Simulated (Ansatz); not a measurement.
Computed with Ansatz on PBE0-D4/def2-TZVP structures; ΔE is electronic, products minus reactants. CCSD(T)/CBS is the MP2 limit (def2-TZVPP, def2-QZVPP) plus CCSD(T) − MP2 in def2-TZVPP, frozen cores. DFT in def2-TZVPP. B3LYP here is the variant with VWN-RPA as its local correlation; programs differ in this. For Ge outer-core shells are correlated without core-valence functions, which leaves a few kJ/mol of doubt a bond. Scalar relativity is left out up to krypton. Each species was taken in one conformer, which may not be the lowest.

`B[SiH](C)C` + `OC(O)[O][GeH3]` → `BOC(O)O` + `C[SiH](C)[GeH3]`  (redistribution)

```tsv
level	ΔE (kcal/mol)	difference from CCSD(T)/CBS
r2SCAN-D4	-38.5	-0.9
ωB97X-V	-36.4	1.2
ωB97M-V	-38.0	-0.4
PBE	-39.6	-2.0
B3LYP	-38.4	-0.8
HF/def2-TZVPP	-34.0	3.6
CCSD/def2-TZVPP	-36.5	1.1
MP2/def2-QZVPP	-38.0	-0.4
HF/CBS(def2)	-33.9	3.7
CCSD/CBS(def2)	-37.1	0.5
CCSD(T)/CBS	-37.6	0
```

Largest T1 diagnostic among the species: 0.013.

In def2-TZVPP, CCSD(T) changes the Hartree–Fock value by −3.0 kcal/mol (the triples alone add −0.5 kcal/mol) and MP2 by −3.6 kcal/mol.
